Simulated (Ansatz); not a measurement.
Program: Ansatz. Geometries: PBE0-D4/def2-TZVP. ΔE: electronic, gas phase. CCSD(T)/CBS is the MP2 limit (def2-TZVPP, def2-QZVPP) plus CCSD(T) − MP2 in def2-TZVPP, frozen cores. This one scheme is used for every species. DFT in def2-TZVPP. Each species was taken in one conformer, which may not be the lowest.

Consider the substitution at a C–Si bond: `N=CC[SiH3]` + H–F → `N=CCF` + SiH₄.

```tsv
level	ΔE (kcal/mol)
B2PLYP	17.4
MP2/def2-SVP	16.6
```

Task: What does CCSD(T)/CBS give? (Best estimate.)

Result: The calculation gave: +20.8 kcal/mol. The listed levels differ from it by -3.4, -4.2 kcal/mol.

Largest T1 diagnostic among the species: 0.012.

The D4 term adds +2.1 kcal/mol with B3LYP and +1.2 kcal/mol with PBE0; it sums over pairs of atoms, weighted by their polarisabilities, and B3LYP, whose exchange is more repulsive, gets the larger term. From BLYP to BHLYP (50 % exact exchange), in def2-TZVPP and without D4, ΔE moves by +1.1 kcal/mol. In def2-TZVPP, CCSD(T) changes the Hartree–Fock value by +6.4 kcal/mol (the triples alone add +0.7 kcal/mol) and MP2 by +9.7 kcal/mol.

B3LYP here is the variant with VWN-RPA as its local correlation; programs differ in this.
